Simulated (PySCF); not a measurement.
**Pt (platinum, neutral) across methods**

[Xe] 4f14 5d8 6s1 7s1, high-spin 5F determinant (an excited configuration). Calculation: PySCF 2.14, in aug-cc-pVQZ-PP with ECP60MDF; a scalar-relativistic core potential.

| method | E (hartree) | mean ε 5d β (eV) | mean ε 6s α (eV) | mean ε 7s α (eV) | Σ⟨r²⟩ (bohr²) | ⟨S²⟩ |
| --- | --- | --- | --- | --- | --- | --- |
| BLYP | -119.0935 | -11.969 | -10.702 | -1.508 | 115.2 | 6.001 |
| TPSS | -119.0922 | -12.085 | -10.812 | -1.674 | 116.8 | 6.001 |
| r2SCAN | -119.1636 | -12.257 | -11.144 | -1.672 | 115.4 | 6.002 |
| UHF | -118.31887 | -17.552 | -13.394 | -2.451 | 118.0 | 6.004 |
| PBE0 | -119.1106 | -13.647 | -11.692 | -1.970 | 116.1 | 6.001 |
| PBE | -119.1467 | -12.027 | -10.881 | -1.721 | 115.6 | 6.001 |
| LDA | -118.9009 | -12.099 | -11.144 | -1.707 | 113.7 | 6.000 |
| TPSSh | -119.0830 | -12.724 | -11.139 | -1.768 | 116.9 | 6.001 |

Energies and moments cover only the electrons outside the core potential. Spin-orbit coupling, absent here, splits the open shell strongly. The outer electron is Rydberg-like, and this basis confines it to a smaller radius and binds it less than a complete one would.
